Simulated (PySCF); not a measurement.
Species: C₆H₁₀N₂Si.
Structure used (PBE0-D3(BJ)/def2-SVP), in Å, numbered top down from 1:
```xyz
19
C6H10N2Si angstrom
C      2.4185    0.1960   -0.6513
C      1.0403    0.4475   -1.2558
C     -0.0118   -0.4173   -0.6218
N     -0.0548   -1.6696   -1.0818
N     -0.9001   -2.5438   -0.5875
C     -1.7285   -2.1817    0.3843
C     -1.7481   -0.8943    0.9218
C     -0.8563    0.0439    0.4124
Si    -0.8123    1.8114    1.0694
H      3.1853    0.8113   -1.1448
H      2.6931   -0.8623   -0.7721
H      2.4344    0.4308    0.4244
H      1.0609    0.2124   -2.3306
H      0.7672    1.5118   -1.1618
H     -2.4049   -2.9631    0.7440
H     -2.4495   -0.6434    1.7225
H      0.5591    2.1711    1.5380
H     -1.2216    2.7794    0.0080
H     -1.7697    1.8931    2.2121
```

Computed with PySCF, PBE0-D3(BJ)/def2-SVP geometry optimisation, gas phase.

Take the most abundant isotopes and a rigid rotor. The values belong to one conformer with, in the numbering `[CH3:1][CH2:2][c:3]1[n:4][n:5][cH:6][cH:7][c:8]1[SiH3:9]`, C1–C2–C3–N4 -80°.

(1) What are A, B and C (GHz)?

(2) Classify the top.

(3) Is it planar, by Δ = Ic − Ia − Ib?

(4) Give the other two planar moments, Paa and Pbb, and the rms extents of the mass along the axes.

(5) Predict some low-J microwave lines.

(6) Estimate the classical rotational partition function at 25 K, 100 K and 500 K.

Answers

(1) Ia = 303.00, Ib = 370.79, Ic = 628.11 u·Å²; 505379 MHz·u·Å²/I gives 1668, 1363 and 804.6 MHz, that is A = 1.6679, B = 1.3630, C = 0.8046 GHz.

(2) An asymmetric top. Ray's parameter κ = (2B − A − C)/(A − C) = 0.294; −1 is the prolate and +1 the oblate limit.

(3) Not planar: Δ = Ic − Ia − Ib = -45.69 u·Å². For a rigid frame Δ = −2 Σ m c², so Σ m c² = 22.84 u·Å² lies off the ab plane: 9.78 from hydrogen and 13.07 from heavier atoms. The atom farthest from that plane is 1.51 Å away.

(4) Paa = Σ m a² = (Ib + Ic − Ia)/2 = 347.95 and Pbb = Σ m b² = (Ia + Ic − Ib)/2 = 280.16 u·Å². With the mass M = 138.06 u, the rms extents √(P/M) along a, b and c are 1.59, 1.42, 0.41 Å.

(5) The dipole components are |μa| = 2.48 D, |μb| = 2.16 D, |μc| = 0.41 D. The squared components, which scale the intensities, stand as 1.00 : 0.76 : 0.03 (a : b : c). Some of the stronger lines:

```
type  branch         J(Ka,Kc)    MHz  lower level (cm⁻¹)
   a       Q  2(2,0) ← 2(2,1)    348               0.295
   b       Q  3(2,1) ← 3(1,2)   1716               0.498
   b       Q  3(3,0) ← 3(2,1)   1980               0.555
   b       Q  2(2,1) ← 2(1,2)   2590               0.208
   b       Q  3(2,2) ← 3(1,3)   3607               0.391
   b       R  2(0,2) ← 1(1,1)   3682               0.082
   a       Q  5(2,3) ← 5(2,4)   4435               1.128
   b       Q  4(1,3) ← 4(0,4)   4728               0.629
   a       R  2(1,1) ← 1(1,0)   4893               0.101
   b       R  3(0,3) ← 2(1,2)   5466               0.208
   b       Q  5(2,4) ← 5(1,5)   6206               0.921
   a       R  3(2,2) ← 2(2,1)   6503               0.295
   b       R  2(2,0) ← 1(1,1)   6715               0.082
   a       R  3(1,2) ← 2(1,1)   6991               0.264
   a       R  4(1,4) ← 3(1,3)   7124               0.391
   a       R  3(2,1) ← 2(2,0)   7444               0.306
   a       R  4(2,3) ← 3(2,2)   8372               0.512
   a       R  5(1,5) ← 4(1,4)   8740               0.629
   b       R  3(3,1) ← 2(2,0)   9254               0.306
   b       R  5(1,4) ← 4(2,3)  10063               0.791
   a       R  5(4,2) ← 4(4,1)  11584               1.045
   a       R  5(2,3) ← 4(2,2)  11777               0.883
   b       R  5(4,1) ← 4(3,2)  15843               0.919
   b       R  5(2,3) ← 4(1,4)  19381               0.629
```

(6) Point group C1, symmetry number σ = 1; q = (√π/σ)·√((kT/h)³/(ABC)), k/h = 20836.6 MHz/K: 15600 at 25 K, 125000 at 100 K, 1390000 at 500 K.

Stationary, but not proved a minimum. No vibrational averaging or centrifugal distortion is included, and the geometry carries the error of its method. A rigid rotor knows nothing of internal rotation, which can split or shift real lines. Quadrupole hyperfine structure (14N) is left out.
